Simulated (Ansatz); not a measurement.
Ansatz (a program for electronic structure) job for bromoethene (C₂H₃Br), SMILES C(Br)=C, PBE-D3(BJ)/def2-TZVP. 

Ansatz 0.2 input:
```yaml
crystal:
  periodic: [false, false, false]
  atoms:
    - {symbol: C, position_ang: [0.30994053, -2.09590240, 0.00000000]}
    - {symbol: C, position_ang: [-0.52150852, -1.07230384, 0.00000000]}
    - {symbol: Br, position_ang: [0.04488866, 0.72147862, 0.00000000]}
    - {symbol: H, position_ang: [1.38529958, -1.97094427, 0.00000000]}
    - {symbol: H, position_ang: [-0.08789653, -3.10447755, 0.00000000]}
    - {symbol: H, position_ang: [-1.59909807, -1.16709242, 0.00000000]}
basis:
  gaussian:
    orbitals: def2-TZVP
hamiltonian:
  xc: pbe
  dispersion: d3bj
relax: {f_tol: 0.002, max_steps: 200}
```

Program output:

```
Functional definition: PBE
integrals: 0.04 GiB planned
868 factors; their error is unknown
mean field: 0.35 GiB planned
mean field evaluation 1: about -72141.2489 eV, gradient 7.8e1 eV
mean field evaluation 2: about -72098.9088 eV, gradient 1.4e2 eV
mean field evaluation 4: about -72155.7019 eV, gradient 8.5e0 eV
mean field evaluation 8: about -72155.8530 eV, gradient 4.0e-1 eV
mean field evaluation 16: about -72155.8533 eV, gradient 2.7e-5 eV
mean field -72155.85326624 eV, -2651.6786985403 hartree, gradient 2.7e-5 eV, S^2 0.000000; 0 other end points of the search recorded, 0 dependent functions left out
the calculation of the forces begins
reference -72155.85329792 eV, -2651.6786997047 hartree; 25, 25 occupied and 103, 103 virtual orbitals, 868 factors
relax step   1: F+E_penalty+E_count = -72155.95973736 eV  Δ(F+E_penalty+E_count) = +0.000e0 eV  max|allowed force component| = 3.406e-1 eV/Å  Δτ_max = 0.0000 Å  (29 SCF iters, accepted)
these checks for a lower state are left out or cut short: starts, cluster_reference, orbital_swaps, neighbouring_geometries, increment
integrals: 0.04 GiB planned
868 factors; their error is unknown
mean field: 0.35 GiB planned
mean field -72155.86207543 eV, -2651.6790222721 hartree, gradient 9.6e-6 eV, S^2 0.000000; 0 other end points of the search recorded, 0 dependent functions left out
the calculation of the forces begins
reference -72155.86210720 eV, -2651.6790234398 hartree; 25, 25 occupied and 103, 103 virtual orbitals, 868 factors
relax step   2: F+E_penalty+E_count = -72155.96820381 eV  Δ(F+E_penalty+E_count) = -8.466e-3 eV  max|allowed force component| = 1.076e-1 eV/Å  Δτ_max = 0.0152 Å  (33 SCF iters, accepted)
these checks for a lower state are left out or cut short: starts, cluster_reference, orbital_swaps, neighbouring_geometries, increment
integrals: 0.04 GiB planned
868 factors; their error is unknown
mean field: 0.35 GiB planned
mean field evaluation 32: about -72155.8628 eV, gradient 9.6e-6 eV
mean field -72155.86284973 eV, -2651.6790507271 hartree, gradient 9.6e-6 eV, S^2 0.000000; 0 other end points of the search recorded, 0 dependent functions left out
the calculation of the forces begins
reference -72155.86288153 eV, -2651.6790518959 hartree; 25, 25 occupied and 103, 103 virtual orbitals, 868 factors
relax step   3: F+E_penalty+E_count = -72155.96887132 eV  Δ(F+E_penalty+E_count) = -6.675e-4 eV  max|allowed force component| = 3.952e-2 eV/Å  Δτ_max = 0.0047 Å  (33 SCF iters, accepted)
these checks for a lower state are left out or cut short: starts, cluster_reference, orbital_swaps, neighbouring_geometries, increment
integrals: 0.04 GiB planned
868 factors; their error is unknown
mean field: 0.35 GiB planned
mean field -72155.86288189 eV, -2651.6790519091 hartree, gradient 9.6e-6 eV, S^2 0.000000; 0 other end points of the search recorded, 0 dependent functions left out
the calculation of the forces begins
reference -72155.86291369 eV, -2651.6790530777 hartree; 25, 25 occupied and 103, 103 virtual orbitals, 868 factors
relax step   4: F+E_penalty+E_count = -72155.96890428 eV  Δ(F+E_penalty+E_count) = -3.296e-5 eV  max|allowed force component| = 7.253e-3 eV/Å  Δτ_max = 0.0014 Å  (34 SCF iters, accepted)
these checks for a lower state are left out or cut short: starts, cluster_reference, orbital_swaps, neighbouring_geometries, increment
integrals: 0.04 GiB planned
868 factors; their error is unknown
mean field: 0.35 GiB planned
mean field -72155.86288468 eV, -2651.6790520114 hartree, gradient 9.6e-6 eV, S^2 0.000000; 0 other end points of the search recorded, 0 dependent functions left out
the calculation of the forces begins
reference -72155.86291648 eV, -2651.6790531800 hartree; 25, 25 occupied and 103, 103 virtual orbitals, 868 factors
relax step   5: F+E_penalty+E_count = -72155.96890593 eV  Δ(F+E_penalty+E_count) = -1.651e-6 eV  max|allowed force component| = 1.429e-3 eV/Å  Δτ_max = 0.0003 Å  (34 SCF iters, accepted)
integrals: 0.04 GiB planned
868 factors; their error is unknown
mean field: 0.35 GiB planned
mean field evaluation 64: about -72155.8987 eV, gradient 9.1e-2 eV
mean field -72155.86288468 eV, -2651.6790520114 hartree, gradient 9.6e-6 eV, S^2 0.000000; 1 other end points of the search recorded, 0 dependent functions left out
the calculation of the forces begins
reference -72155.86291648 eV, -2651.6790531800 hartree; 25, 25 occupied and 103, 103 virtual orbitals, 868 factors
Total energy: -72155.96893773 eV, -2651.6829493891 hartree
Atom 0 at     0.314135    -2.101853    -0.000000 Å, force    -0.000048     0.000939    -0.000000 eV/Å
Atom 1 at    -0.524229    -1.070925    -0.000000 Å, force    -0.000837     0.000770     0.000000 eV/Å
Atom 2 at     0.042089     0.740645     0.000000 Å, force     0.000179    -0.000831    -0.000000 eV/Å
Atom 3 at     1.396770    -1.978439    -0.000000 Å, force     0.000069     0.000027     0.000000 eV/Å
Atom 4 at    -0.087635    -3.116759     0.000000 Å, force     0.000551    -0.001429     0.000000 eV/Å
Atom 5 at    -1.609504    -1.161911    -0.000000 Å, force     0.000086     0.000524    -0.000000 eV/Å
Dipole moment:    -0.066794    -0.277586    -0.000000 e Å
```

The calculation finished and met its thresholds.

Cost: around 19 core-seconds (rough).
